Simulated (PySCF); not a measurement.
Computed shifts of a molecule C9H13N, PBE/pcSseg-1 run with PySCF, GIAO, gas phase, atoms alike by connectivity averaged where their shifts nearly agree, in ppm (number of nuclei): ¹³C: 163.3 (1), 154.9 (2), 127.1 (1), 124.1 (1), 39.6 (1), 36.7 (2), 31.7 (1). ¹⁵N: 354.7 (1). ¹H: 8.94 (2), 7.49 (1), 7.28 (1), 1.57 (9). References: ¹³C against TMS (σ = 182.0 ppm); ¹⁵N against NH3 (σ = 267.0 ppm); ¹H against TMS (σ = 31.49 ppm), references at their B3LYP-D3(BJ)/def2-TZVP geometries, non-relativistic. The structure is a stationary point at PBE0-D3(BJ)/def2-SVP. One conformer was computed; it need not be the lowest.

Identify the compound among the candidates.
A) C=CC1=C(N(C)C)CC=C1
B) C=Cc1cn(C)cc1CC
C) CC(C)(C)c1ccccn1
D) CC(C)(C)c1ccncc1

D, CC(C)(C)c1ccncc1
